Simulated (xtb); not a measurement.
Mo(O)2(Cl)(SH) (ClHMoO2S), SMILES [SH][Mo](=[O])(=[O])[Cl], multiplicity 1. All values are semi-empirical tight-binding results from xtb (GFN2-xTB unless named), good for trends rather than for accurate numbers. Coordinates come from a GFN2-xTB optimisation. The spin state was assumed, not searched. The structure was generated by enumeration; whether it is a known compound was not checked. One conformer was computed; it need not be the lowest.

Optimised geometry:

Bond lengths (Å): Mo1–O2 1.631, Mo1–O3 1.632, Mo1–Cl4 2.143, Mo1–S5 2.324, S5–H6 1.339. Bond angles (°): O2–Mo1–O3 122.5, O2–Mo1–Cl4 110.7, O2–Mo1–S5 102.2, O3–Mo1–Cl4 110.1, O3–Mo1–S5 101.9, Cl4–Mo1–S5 107.9, Mo1–S5–H6 97.8.
Charge 0, spin multiplicity 1.

For metal compounds this method's bond lengths and energies can be far off.

- orbital gap: 3.08 eV
- zero-point energy: 9.5 kcal/mol
- G − E(el) at 298.15 K (modified RRHO): -11.3 kcal/mol

Computed atomic charges and the Wiberg bond orders between heavy atoms:
charges (e) Mo1 0.97, O2 -0.49, O3 -0.47, Cl4 -0.09, S5 -0.15, H6 0.23. Bond orders Mo1–O2 2.09, Mo1–O3 2.08, Mo1–Cl4 1.31, Mo1–S5 1.40.
